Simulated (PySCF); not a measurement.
From results back to the method.

AlEt2(SiH3), C₄H₁₃AlSi.
Structure used (PBE0-D3(BJ)/def2-SVP), in Å, numbered top down from 1:
```xyz
19
C4H13AlSi angstrom
Al     0.069    0.153   -0.015
C      1.880    0.342    0.738
C      2.540   -0.930    1.268
H      1.818    1.107    1.536
H      2.515    0.816   -0.035
H      3.533   -0.741    1.708
H      1.930   -1.414    2.049
H      2.677   -1.681    0.473
C     -0.869    1.716   -0.762
C     -2.282    1.495   -1.300
H     -0.216    2.136   -1.552
H     -0.871    2.498    0.023
H     -2.734    2.421   -1.692
H     -2.298    0.757   -2.118
H     -2.962    1.111   -0.522
Si    -1.014   -2.065    0.043
H     -0.060   -3.177   -0.284
H     -2.178   -2.195   -0.894
H     -1.541   -2.358    1.420
```

The closed-shell ground state was solved 3 times with PySCF (density fitting, gas phase), always in the pcSseg-1 (pcSseg-2 on Al) basis (200 functions), with these functionals: B3LYP, PBE and PBE0.

```
row  total energy (Eh)  HOMO (eV)  LUMO (eV)  dipole (D)
  P          -691.6223      -5.93      -2.16        1.58
  Q          -692.2044      -6.83      -1.60        1.59
  R          -691.7063      -7.03      -1.43        1.58
```

Problem. Which functional belongs to which row?

Solution. P = PBE, Q = B3LYP, R = PBE0. By rising HOMO–LUMO gap: PBE (GGA) 3.77 eV; B3LYP (global hybrid, 20 % exact exchange) 5.23 eV; PBE0 (global hybrid, 25 % exact exchange) 5.60 eV. Total energies of different functionals aren't bounds to one another; each is stationary for its own functional.

One conformer stands for the species.
